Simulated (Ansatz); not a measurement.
Geometry optimisation, RKS PBE/def2-SVP in Ansatz 0.2.0.

The input (input.yaml):

```yaml
crystal:
  periodic: [false, false, false]
  atoms:
    - { symbol: Ge, position_ang: [0.0, 0.0, 0.0] }
    - { symbol: O, position_ang: [0.0, 0.0, 2.12] }
    - { symbol: H, position_ang: [-0.9095, -0.2814, 2.4571] }
    - { symbol: H, position_ang: [1.4616, 0.0, -0.5162] }
    - { symbol: H, position_ang: [-0.73, 1.2648, -0.5162] }
    - { symbol: Cl, position_ang: [-1.0456, -1.8115, -0.7393] }
    - { symbol: H, position_ang: [0.6884, -1.615, 0.5833] }
    - { symbol: H, position_ang: [0.5338, -1.2523, 1.5265] }
basis:
  gaussian: { orbitals: def2-SVP }
hamiltonian:
  xc: pbe
relax:
  f_tol: 0.15
  max_steps: 25
  restrain:
    - { distance: [0, 6], at: 1.55, k: 30.0 }
    - { distance: [7, 1], at: 1.01, k: 30.0 }
    - { distance: [0, 1], at: 2.97, k: 30.0 }
    - { distance: [7, 6], at: 1.86, k: 30.0 }
output:
  orbitals: {}
```

Run as:

```bash
$ ansatz run input.yaml --threads 2 --pin off --max-ram 3072MiB --backend cpu --events-out ev --progress --plain --runs-dir out
```

**Question.** Where does it end, and by what steps?

**Answer.** The run converged. The restraints hold the end off the free minimum; the threshold counts their pulls, which the force column leaves out. Restrained pairs: Ge1–H7 (1.85 → 1.55 Å), O2–H8 (1.49 → 0.99 Å), Ge1–O2 (2.12 → 2.97 Å), H7–H8 (1.02 → 1.87 Å). After 15 steps the energy has fallen by 2.395 eV (the restraints' own energy left out); Cl6 moved furthest, 1.62 Å.

```
step  energy less start (eV)  largest force component (eV/Å)  accepted
   0                  0.0000                           2.892       yes
   1                  0.8043                           2.511       yes
   2                  0.5945                           2.407       yes
   3                 -0.1802                           1.723       yes
   4                 -1.0587                           1.168       yes
   5                 -1.6310                           0.975       yes
   6                 -2.0179                           0.804       yes
   7                 -2.1876                           0.789       yes
   8                 -2.2221                           0.579       yes
   9                 -2.2466                           0.733       yes
  10                 -2.2716                           0.938       yes
  11                 -2.3519                           0.847       yes
  12                 -2.3891                           0.662       yes
  13                 -2.3710                           1.144        no
  14                 -2.3928                           0.596       yes
  15                 -2.3953                           0.644       yes
```

```xyz
8
Properties=species:S:1:pos:R:3
Ge -0.079 -0.564 -0.370
O 0.515 0.122 2.455
H -0.386 0.301 2.784
H 1.248 0.193 -0.586
H -1.271 0.360 -0.040
Cl -0.573 -1.549 -2.267
H 0.066 -1.708 0.667
H 0.479 -0.851 2.273
```

Run time: 25 s on 2 threads of Arm Neoverse V1, on a shared host, peak memory 0.13 GiB.
